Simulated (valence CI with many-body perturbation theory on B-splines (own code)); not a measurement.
**Tb LII: what the settings do**

Computed by configuration interaction combined with many-body perturbation theory (CI+MBPT): four valence electrons over a frozen Dirac-Fock core [Ne], radial functions for each j: 6 s, 6 p, 5 d, 3 f, 1 g, with the one-electron correlation potential Σ1 (screened to all orders), the two-electron term Σ2, the three-electron term Σ3, Breit, model QED; selected single and double excitations, second order for the rest, scaled by the run's own slope (own B-spline code, finite nucleus).

The last digits are not significant, and no measured levels were compared; by estimate large intervals hold to a few tenths of a per cent, small ones and those within an open d or f shell to about a per cent.

The reference run has the lowest level (3s^2 3p1/2^2) J=0 and an ionisation energy of 4761.44 eV. Its largest variational space holds 9998 state functions.

Levels are named by their leading jj configuration (3d3/2^4 stands for four electrons in 3d with j = 3/2), which in mixed levels can hold well under half, so a name can repeat and another be missing. Letters in brackets count levels of one name in rising energy.

Changed runs:
A. cutoff of virtual states (hartree) 8450 → 168000
B. orbitals per symmetry with explicit Σ2 and valence Breit (the others get mean screening factors) 5 → 7; three-electron term on → off
C. hole-hole ladder in Σ2 on → off
D. box radius (bohr) 1.6209 → 0.25 (bad on purpose)

Excitation energies of the reference run in cm⁻¹, and shifts in cm⁻¹:

```
                     Level  Reference        A      B       C
    (3s^2 3p1/2 3p3/2) J=1    1487830      +33   -146     -81
    (3s^2 3p1/2 3p3/2) J=2    1553000      +33    -20     -44
    (3s 3p1/2^2 3p3/2) J=2    2591360      +45   -524     -31
    (3s 3p1/2^2 3p3/2) J=1    2788680      +49   -317     +16
    (3s^2 3p1/2 3d3/2) J=2    2995170      +77   +261    -318
        (3s^2 3p3/2^2) J=2    3088640      +65    -71     -91
        (3s^2 3p3/2^2) J=0    3229350      +66   +164     -10
    (3s^2 3p1/2 3d3/2) J=1    3281780      +73  +1093    -286
    (3s^2 3p1/2 3d5/2) J=2    3471720      +77   +562    -311
    (3s^2 3p1/2 3d5/2) J=3    3479470      +78   +640    -312
(3s 3p1/2 3p3/2^2) J=2 [a]    4046550      +77   -408    -139
    (3s 3p1/2^2 3d3/2) J=1    4124720      +88   +102    -305
    Ionisation energy (eV)    4761.44  +0.0095  +0.22  -0.041
```

Run D: It gave no result. The program said: "need at least one array to concatenate".
